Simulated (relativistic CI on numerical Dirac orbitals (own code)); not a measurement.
## Sensitivity of the levels of Ag¹²⁺ to α and to the nuclear radius

Method of calculation: Dirac-Coulomb-Breit CI, KLI orbitals optimised for each configuration, derivatives by finite differences, unscaled Slater integrals, QED left out (own radial code, finite nucleus).

CI space (outside the closed core [Ar] 3d10): 4s2 4p5, 4s 4p6, 4s2 4p4 4d, 4s 4p5 4d, 4s2 4p4 4f, 4s 4p5 4f. Double excitations out of closed p, d and f shells are left out; levels of such configurations are missing from the list, as are those of other unlisted configurations, and high levels can miss mixing partners.

With x = (α/α₀)² − 1 an excitation energy changes as ω = ω₀ + qx; K = 2q/ω₀ is the relative enhancement. Terms are leading LS components, so labels can repeat. The field-shift factor is F = δν/δ⟨r²⟩ for the transition from the lowest level.

Lowest level 4s2 4p5 2P°_3/2.

| Level | ω₀ (cm⁻¹) | q (cm⁻¹) | K | F (GHz/fm²) |
| --- | --- | --- | --- | --- |
| 4s2 4p5 2P°_1/2 | 52005 | 55840 | 2.15 | -1.19 |
| 4s 4p6 2S_1/2 | 349424 | 64890 | 0.371 | -53.2 |
| 4s2 4p4 4d 4D_5/2 | 454632 | 14770 | 0.065 | 1.46 |
| 4s2 4p4 4d 4D_3/2 | 456301 | 13030 | 0.0571 | 1.47 |
| 4s2 4p4 4d 4D_7/2 | 458288 | 19930 | 0.087 | 1.46 |
| 4s2 4p4 4d 4D_1/2 | 462984 | 17400 | 0.0752 | 1.45 |
| 4s2 4p4 4d 4F_9/2 | 476198 | 14480 | 0.0608 | 1.61 |
| 4s2 4p4 4d 2F_7/2 | 484214 | 10950 | 0.0452 | 1.56 |
| 4s2 4p4 4d 2D_3/2 | 496929 | 17260 | 0.0695 | 1.53 |
| 4s2 4p4 4d 2P_1/2 | 500384 | 48520 | 0.194 | 0.826 |
| 4s2 4p4 4d 4P_1/2 | 503347 | 28620 | 0.114 | 0.385 |
| 4s2 4p4 4d 4F_5/2 | 506774 | 44480 | 0.176 | 0.847 |
| 4s2 4p4 4d 4F_3/2 | 511150 | 43880 | 0.172 | 0.943 |

At this charge energies of transitions that change n are usually good to better than 1 %, and those within a shell (Δn = 0) to a few per cent.
